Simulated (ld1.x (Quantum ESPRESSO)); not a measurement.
## Reading a pseudo-wave (Fe)

Columns: radius, all-electron u(r) and pseudo u(r) of the 4s shell (level -5.29 eV) of iron in the configuration [Ar] 3d6 4s2 4p0; PBE, scalar-relativistic, RRKJ scheme, ld1.x (Quantum ESPRESSO) 7.5.

| r (bohr) | all-electron | pseudo |
| --- | --- | --- |
| 0.178 | -0.1641 | -0.0223 |
| 0.355 | 0.0609 | -0.0468 |
| 0.533 | 0.2560 | -0.0767 |
| 0.710 | 0.2428 | -0.1144 |
| 0.888 | 0.1093 | -0.1634 |
| 1.065 | -0.0588 | -0.2250 |
| 1.243 | -0.2190 | -0.2993 |
| 1.420 | -0.3523 | -0.3809 |
| 1.598 | -0.4562 | -0.4618 |
| 1.775 | -0.5312 | -0.5308 |
| 1.953 | -0.5821 | -0.5817 |
| 2.130 | -0.6125 | -0.6124 |
| 2.308 | -0.6266 | -0.6266 |
| 2.485 | -0.6276 | -0.6276 |
| 2.662 | -0.6185 | -0.6185 |
| 2.840 | -0.6016 | -0.6016 |
| 3.018 | -0.5790 | -0.5790 |
| 3.195 | -0.5524 | -0.5524 |
| 3.373 | -0.5231 | -0.5231 |
| 3.550 | -0.4925 | -0.4925 |
| 3.728 | -0.4610 | -0.4610 |
| 3.905 | -0.4299 | -0.4299 |
| 4.083 | -0.3991 | -0.3991 |
| 4.260 | -0.3696 | -0.3696 |
| 4.438 | -0.3411 | -0.3411 |
| 4.615 | -0.3142 | -0.3142 |

Question: How many radial nodes do the two functions have?

Answer: The all-electron 4s function has n − l − 1 = 3 (the table is too coarse to show those close to the nucleus); the pseudo-wave has 0, since the states of the same l below it are removed with the core.

Question: At about which radius was the pseudo-wave matched?

Answer: 2.30 bohr. The columns agree to 0.0005 from 1.77 bohr on; several derivatives are matched, so the curves merge somewhat inside the radius.

Question: Is the pseudo-wave norm-conserving?

Answer: Yes: the RRKJ scheme keeps the norm inside the radius equal to the all-electron one, which fixes the energy derivative of the logarithmic derivative at the level.
